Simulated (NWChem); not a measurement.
System: CH3BaFN2

Here is an NWChem input.

```
start job
memory heap 200 mb stack 700 mb global 900 mb
geometry units angstroms
  Ba     0.492369    -0.022992     0.148418
  F      0.490972    -1.435044    -1.285681
  C     -2.157299     0.788012     0.047479
  N     -1.822610    -0.131550     0.899332
  N     -1.281720     1.442597    -0.651245
  H     -3.218408     1.040650    -0.066188
  H     -2.600709    -0.584772     1.363054
  H     -1.672381     2.116930    -1.298196
end
basis spherical
  * library def2-svp
end
ecp
  Ba library def2-ecp
end
dft
  xc pbe0
  iterations 150
end
driver
  maxiter 120
end
task dft optimize
dft
  grid fine
  convergence energy 1d-8 density 1d-7
end
task dft freq numerical
```

Parts of the log:

```
             Northwest Computational Chemistry Package (NWChem) 7.3.0
             --------------------------------------------------------

 CS  symmetry detected

                             Geometry "geometry" -> ""
                             -------------------------

 Output coordinates in angstroms (scale by  1.889725989 to convert to a.u.)

  No.       Tag          Charge          X              Y              Z
 ---- ---------------- ---------- -------------- -------------- --------------
    1 Ba                  56.0000     0.32406476     0.54168362     0.00000000
    2 F                    9.0000    -1.52256937     1.34198050     0.00000000
    3 C                    6.0000    -0.30640769    -2.15853140     0.00000000
    4 N                    7.0000    -0.09351147    -1.57177960    -1.13740821
    5 N                    7.0000    -0.09351147    -1.57177960     1.13740821
    6 H                    1.0000    -0.65319290    -3.19893444     0.00000000
    7 H                    1.0000    -0.32185132    -2.12853504    -1.95212947
    8 H                    1.0000    -0.32185132    -2.12853504     1.95212947

 Effective nuclear repulsion energy (a.u.)     488.2854546759

      Symmetry information
      --------------------

 Group name             Cs
 Group number              2
 Group order               2
 No. of unique centers     6

                                Z-matrix (autoz)
                                --------

 Units are Angstrom for bonds and degrees for angles

      Type          Name      I     J     K     L     M      Value
      ----------- --------  ----- ----- ----- ----- ----- ----------
    1 Stretch                  1     2                       2.01259
    2 Stretch                  1     3                       2.77284
    3 Stretch                  1     4                       2.43614
    4 Stretch                  1     5                       2.43614
    5 Stretch                  3     4                       1.29742
    6 Stretch                  3     5                       1.29742
    7 Stretch                  3     6                       1.09668
    8 Stretch                  4     7                       1.01286
    9 Stretch                  5     8                       1.01286
   10 Bend                     1     3     4                61.46407
   11 Bend                     1     3     5                61.46407
   12 Bend                     1     4     3                90.63958
   13 Bend                     1     4     7               153.00855
   14 Bend                     1     5     3                90.63958
   15 Bend                     1     5     8               153.00855
   16 Bend                     2     1     3               100.28849
   17 Bend                     2     1     4               100.81860
   18 Bend                     2     1     5               100.81860
   19 Bend                     3     1     4                27.89635
   20 Bend                     3     1     5                27.89635
   21 Bend                     3     4     7               114.80846
   22 Bend                     3     5     8               114.80846
   23 Bend                     4     1     5                55.66507
   24 Bend                     4     3     5               122.48622
   25 Bend                     4     3     6               118.74599
   26 Bend                     5     3     6               118.74599
   27 Torsion                  1     3     4     7        -170.71153
   28 Torsion                  1     3     5     8         170.71153
   29 Torsion                  1     4     3     5          -7.74596
   30 Torsion                  1     4     3     6         173.97471
   31 Torsion                  1     5     3     4           7.74596
   32 Torsion                  1     5     3     6        -173.97471
   33 Torsion                  2     1     3     4          93.71780
   34 Torsion                  2     1     3     5         -93.71780
   35 Torsion                  1     2     3     6         180.00000
   36 Torsion                  2     1     4     3         -91.58559
   37 Torsion                  2     1     4     7          69.58142
   38 Torsion                  2     1     5     3          91.58559
   39 Torsion                  2     1     5     8         -69.58142
   40 Torsion                  3     1     4     7         161.16701
   41 Torsion                  3     1     5     8        -161.16701
   42 Torsion                  3     4     1     5           4.20498
   43 Torsion                  3     5     1     4          -4.20498
   44 Torsion                  4     1     3     5         172.56439
   45 Torsion                  4     1     5     8        -165.37199
   46 Torsion                  4     3     1     5        -172.56439
   47 Torsion                  4     3     5     8         178.45749
   48 Torsion                  5     1     4     7         165.37199
   49 Torsion                  5     3     4     7        -178.45749
   50 Torsion                  6     3     4     7           3.26318
   51 Torsion                  6     3     5     8          -3.26318

                           NWChem Geometry Optimization
                           ----------------------------

 maximum gradient threshold         (gmax) =   0.000450
 rms gradient threshold             (grms) =   0.000300
 maximum cartesian step threshold   (xmax) =   0.001800
 rms cartesian step threshold       (xrms) =   0.001200
 fixed trust radius                (trust) =   0.300000
 source of zmatrix                         =   autoz

          -------------------
          Energy Minimization
          -------------------

 Using diagonal initial Hessian
 Scaling for Hessian diagonals: bonds = 1.00  angles = 0.25  torsions = 0.10

          --------
          Step   0

                                 NWChem DFT Module
                                 -----------------

[...]

      ----------------------
      Optimization converged
      ----------------------

  Step       Energy      Delta E   Gmax     Grms     Xrms     Xmax
  ---- ---------------- -------- -------- -------- -------- --------
@   20    -274.38439275 -5.9D-07  0.00001  0.00000  0.00058  0.00127
                                     ok       ok       ok       ok

                                Z-matrix (autoz)
                                --------

 Units are Angstrom for bonds and degrees for angles

[...]

 Rotational Constants
 --------------------
 A=   0.197066 cm-1  (  0.283527 K)
 B=   0.047099 cm-1  (  0.067763 K)
 C=   0.046490 cm-1  (  0.066887 K)

 Temperature                      =   298.15K
 frequency scaling parameter      =   1.0000

 Zero-Point correction to Energy  =   30.616 kcal/mol  (  0.048789 au)
 Thermal correction to Energy     =   34.814 kcal/mol  (  0.055479 au)
 Thermal correction to Enthalpy   =   35.406 kcal/mol  (  0.056423 au)

 Total Entropy                    =   86.306 cal/mol-K
   - Translational                =   41.764 cal/mol-K (mol. weight = 199.9330)
   - Rotational                   =   27.704 cal/mol-K (symmetry #  =        1)
   - Vibrational                  =   16.838 cal/mol-K

 Cv (constant volume heat capacity) =   20.186 cal/mol-K
   - Translational                  =    2.979 cal/mol-K
   - Rotational                     =    2.979 cal/mol-K
   - Vibrational                    =   14.227 cal/mol-K

[normal modes left out]

 ----------------------------------------------------------------------------
 Normal Eigenvalue ||           Projected Infra Red Intensities
  Mode   [cm**-1]  || [atomic units] [(debye/angs)**2] [(KM/mol)] [arbitrary]
 ------ ---------- || -------------- ----------------- ---------- -----------
    1       -0.000 ||    0.000765           0.018         0.746       0.135
    2        0.000 ||    0.003098           0.071         3.020       0.545
    3        0.000 ||    0.006791           0.157         6.621       1.194
    4        0.000 ||    0.003921           0.090         3.823       0.690
    5        0.000 ||    0.000002           0.000         0.002       0.000
    6        0.000 ||    0.000235           0.005         0.229       0.041
    7       46.350 ||    0.011828           0.273        11.531       2.080
    8       61.721 ||    0.010139           0.234         9.884       1.783
    9      172.794 ||    0.114301           2.637       111.427      20.100
   10      266.103 ||    0.053725           1.239        52.373       9.448
   11      288.154 ||    0.021424           0.494        20.885       3.767
   12      472.036 ||    0.131884           3.043       128.567      23.192
   13      602.310 ||    0.001218           0.028         1.187       0.214
   14      693.468 ||    0.015829           0.365        15.431       2.784
   15      743.470 ||    0.119236           2.751       116.237      20.968
   16     1045.718 ||    0.000866           0.020         0.844       0.152
   17     1167.507 ||    0.000097           0.002         0.094       0.017
   18     1169.112 ||    0.173696           4.007       169.328      30.545
   19     1342.677 ||    0.150380           3.469       146.598      26.445
   20     1439.695 ||    0.044808           1.034        43.681       7.880
   21     1660.376 ||    0.340768           7.862       332.197      59.925
   22     2992.695 ||    0.127213           2.935       124.013      22.371
   23     3629.634 ||    0.027817           0.642        27.117       4.892
   24     3632.323 ||    0.004736           0.109         4.617       0.833
 ----------------------------------------------------------------------------
```

Level: PBE0/def2-SVP with def2 effective core potentials on Ba. def2 effective core potentials on Ba; no spin-orbit coupling.
